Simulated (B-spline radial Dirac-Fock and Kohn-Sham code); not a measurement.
A summary of the ionisation energies of tantalum (Z = 73) against charge, from Dirac-Fock ΔSCF + Breit + QED and from the NIST table. The largest relative steps of the computed values, from charge +5 on, come at Ta⁵⁺ (68 electrons left, 46.68 to 91.57 eV); Ta⁶⁺ (67 electrons left, 91.57 to 122.6 eV); Ta⁴⁵⁺ (28 electrons left, 2314.9 to 3919.8 eV); Ta⁶³⁺ (10 electrons left, 6899.9 to 15571.7 eV). The median of |NIST − computed| / NIST over the 71 ions is 1.91 %.

```
charge  computed (eV)  NIST (eV)
     0           6.56   7.549571
     5          91.57      94.01
    10          197.8        213
    15          351.6        363
    20          541.2        570
    25          770.4        790
    30         1218.1       1211
    35         1477.3       1490
    40         1940.2       1910
    45         3919.8     3898.7
    50         4568.3       4537
    55         5645.8       5537
    60         6273.9       6502
    65        16263.8      15820
    72        78394.4   78394.63
```
